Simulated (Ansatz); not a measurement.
Consider the redistribution: `[Cl][GeH2][SeH]` + `O[SiH](F)[SiH2]Cl` → `O[SiH](F)[SeH]` + `Cl[SiH2][GeH2][Cl]`.

Program: Ansatz. Geometries: PBE0-D4/def2-TZVP. ΔE: electronic, gas phase. CCSD(T)/CBS adds triple-zeta CCSD(T) − MP2 to the extrapolated MP2 energy (def2 sets, frozen cores). DFT in def2-TZVPP. For Ge, Se outer-core shells are correlated without core-valence functions, which leaves a few kJ/mol of doubt a bond. Scalar relativity is left out up to krypton. One conformer a species, not always the lowest.

Question: Is it downhill or uphill in electronic energy at CCSD(T)/CBS, and by how much? (An estimate is asked.)

Answer: Computed: Downhill: ΔE = -9.4 kcal/mol.

Question: What do these levels give: BLYP-D4, BHLYP-D4, PBE-QIDH, BLYP, BHLYP, MP2/def2-QZVPP? (An estimate is asked.)

Answer: Ansatz gave: BLYP-D4 -7.6, BHLYP-D4 -8.3, PBE-QIDH -8.9, BLYP -7.6, BHLYP -8.2, MP2/def2-QZVPP -9.9 kcal/mol.

Largest T1 diagnostic among the species: 0.012.

Leaving LDA and LC-ωPBE aside and taking each functional with its dispersion term where it has one, the values, not all of them listed here, spread over 1.7 kcal/mol, from ωB97M-V to BLYP-D4. LDA lies −1.0 kcal/mol from PBE without D4. At CCSD(T), def2-SVP lies +1.6 kcal/mol from the extrapolated value and def2-TZVPP +0.6 kcal/mol. In def2-TZVPP, CCSD(T) changes the Hartree–Fock value by −1.0 kcal/mol (the triples alone add +0.0 kcal/mol) and MP2 by −1.7 kcal/mol.
